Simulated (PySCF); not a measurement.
CH₇ClOSi₂, SMILES C[SiH2][Si@@H](O)Cl.

Geometry: ωB97X-D3(BJ)/def2-SVP. The structure was generated by enumeration; whether it is a known compound was not checked. The values are those of a single conformer.

Two levels are set side by side: TDA-PBE/def2-SVPD (PySCF) and TDA-B3LYP/def2-SVPD (PySCF). Vertical, same geometry. The lowest singlet is HOMO→LUMO 96 % with PBE and HOMO→LUMO 97 % with the other functional; states are paired by order. Differences are taken from unrounded values.

```csv
quantity,TDA-B3LYP,TDA-PBE,TDA-PBE minus TDA-B3LYP
lowest singlet excitation (eV),6.31,5.80,-0.51
lowest triplet excitation (TDA) (eV),5.80,5.35,-0.44
first bright state (f over 0.05) (eV),7.55,6.98,-0.57
its oscillator strength,0.14,0.06,-0.08
```

Functionals without exact exchange tend to place singlet excitations lower, as here. Differences between two approximate levels are no errors against the true value.

Rough cost on one machine, each run with all the roots and properties that it gave: TDA-B3LYP against TDA-PBE about 3 times.
